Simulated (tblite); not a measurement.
Parent: `[SiH3:1][SiH2:2][SiH:3]([SiH3:4])[SiH3:5]` with Si1–Si2–Si3–Si4 -159°, Si5H12.

The geometries are computed with GFN2-xTB (gas phase). One conformer each, not checked by frequencies here.

| coordinate of the parent | value |
| --- | --- |
| Si1–Si2 | 2.313 Å |
| Si2–Si3 | 2.340 Å |
| Si3–Si4 | 2.328 Å |
| Si3–Si5 | 2.326 Å |
| Si1–Si2–Si3 | 117.5° |
| Si2–Si3–Si4 | 114.5° |
| Si2–Si3–Si5 | 112.1° |
| Si4–Si3–Si5 | 112.8° |

**Question.** How does the shared frame change in `[SiH3:1][SiH2:2][Si@@H:3]([SiH3:4])[SiH2:5][Cl:6]` with Si1–Si2–Si3–Si4 175°, Si2–Si3–Si5–Cl6 -14°, ClH11Si5? Atoms pair as Si1 = Si1, Si2 = Si2, Si3 = Si3, Si4 = Si4, Si5 = Si5 (parent first).

**Answer.** 
| parent | relative | value in the relative | change |
| --- | --- | --- | --- |
| Si1–Si2 | Si1–Si2 | 2.316 Å | +0.003 |
| Si2–Si3 | Si2–Si3 | 2.345 Å | +0.005 |
| Si3–Si4 | Si3–Si4 | 2.332 Å | +0.004 |
| Si3–Si5 | Si3–Si5 | 2.329 Å | +0.003 |
| Si1–Si2–Si3 | Si1–Si2–Si3 | 116.2° | -1.3 |
| Si2–Si3–Si4 | Si2–Si3–Si4 | 116.5° | +2.0 |
| Si2–Si3–Si5 | Si2–Si3–Si5 | 112.2° | +0.1 |
| Si4–Si3–Si5 | Si4–Si3–Si5 | 111.4° | -1.4 |

Of the parent's bonds, Si2–Si3 and Si3–Si4 change most and about equally (+0.004 to +0.005 Å). Bonds of the relative outside the shared frame: Si5–Cl6 2.044 Å. Point group C1 → C1.

**Question.** How does the shared frame change in `[NH2:1][SiH2:2][Si@@H:3]([SiH3:4])[SiH2:5][SiH3:6]` with H–N1–Si2–Si3 171° and -53°, N1–Si2–Si3–Si4 -66°, Si2–Si3–Si5–Si6 77°, H13NSi5? Atoms pair as Si1 = Si6, Si2 = Si5, Si3 = Si3, Si4 = Si4, Si5 = Si2 (parent first).

**Answer.** 
```
     parent     relative  value in the relative  change
    Si1–Si2      Si6–Si5                2.313 Å   0.000
    Si2–Si3      Si5–Si3                2.341 Å  +0.001
    Si3–Si4      Si3–Si4                2.327 Å  -0.001
    Si3–Si5      Si3–Si2                2.320 Å  -0.006
Si1–Si2–Si3  Si6–Si5–Si3                 118.0°    +0.5
Si2–Si3–Si4  Si5–Si3–Si4                 113.9°    -0.6
Si2–Si3–Si5  Si5–Si3–Si2                 112.0°    -0.1
Si4–Si3–Si5  Si4–Si3–Si2                 113.3°    +0.5
```

Of the parent's bonds, Si3–Si5 changes most (-0.006 Å). Bonds of the relative outside the shared frame: N1–Si2 1.727 Å. Point group C1 → C1.

**Question.** How does the shared frame change in `[CH2:1]=[CH:2][SiH2:3][Si@H:4]([SiH3:5])[SiH2:6][SiH3:7]` with C1–C2–Si3–Si4 -95°, C2–Si3–Si4–Si5 176°, Si3–Si4–Si6–Si7 60°, C2H14Si5? Atoms pair as Si1 = Si7, Si2 = Si6, Si3 = Si4, Si4 = Si5, Si5 = Si3 (parent first).

**Answer.** 
| parent | relative | value in the relative | change |
| --- | --- | --- | --- |
| Si1–Si2 | Si7–Si6 | 2.310 Å | -0.003 |
| Si2–Si3 | Si6–Si4 | 2.343 Å | +0.003 |
| Si3–Si4 | Si4–Si5 | 2.324 Å | -0.004 |
| Si3–Si5 | Si4–Si3 | 2.336 Å | +0.010 |
| Si1–Si2–Si3 | Si7–Si6–Si4 | 114.1° | -3.4 |
| Si2–Si3–Si4 | Si6–Si4–Si5 | 112.2° | -2.3 |
| Si2–Si3–Si5 | Si6–Si4–Si3 | 110.8° | -1.3 |
| Si4–Si3–Si5 | Si5–Si4–Si3 | 113.4° | +0.6 |

Of the parent's bonds, Si3–Si5 changes most (+0.010 Å). Bonds of the relative outside the shared frame: C1=C2 1.323, C2–Si3 1.882 Å. Point group C1 → C1.
